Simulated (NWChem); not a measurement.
C₅H₅F; SMILES C#CC1(F)CC1

Question: Give the equilibrium geometry at PBE0/def2-SVP (NWChem) as a Z-matrix, with the point group.

Answer: point group Cs; any orientation.
```
C
F 1 1.3631
C 1 1.4414 2 113.38
C 3 1.2110 2 148.03 1 180.00
H 4 1.0746 2 158.59 1 180.00
C 1 1.4991 2 115.59 3 -146.25
H 6 1.0923 1 118.10 2 144.57
H 6 1.0929 7 115.57 1 141.68
C 1 1.4991 2 115.59 3 146.25
H 9 1.0923 1 118.10 2 -144.57
H 9 1.0929 10 115.57 1 -141.68
```
